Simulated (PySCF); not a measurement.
WO2Cl, SMILES [O]=[W]([Cl])=[O] (connectivity only; charge and spin as stated), neutral, multiplicity 2.

Geometry optimised at PBE-D3(BJ)/def2-SVP. The spin state was assumed, not searched. The isomer is the one that the SMILES or the coordinates give; other isomers of the formula were not compared. The def2 effective core potentials stand for the cores of W; spin–orbit coupling is left out.

Computed with PBE-D3(BJ)/def2-SVP (PySCF 2.14.0).

Frequencies are harmonic and unscaled.

```
mode  ν (cm⁻¹)  IR (km/mol)  moving atoms (share of kinetic energy)
----  --------  -----------  --------------------------------------
1          105         13.4                 O 67 %, W 21 %, Cl 13 %
2          150          2.9                 O 62 %, Cl 27 %, W 11 %
3          309          3.0                         O 77 %, Cl 21 %
4          410         34.5                 Cl 63 %, W 21 %, O 16 %
5          960        133.6                          O 89 %, W 11 %
6          997         62.4                                  O 94 %
```
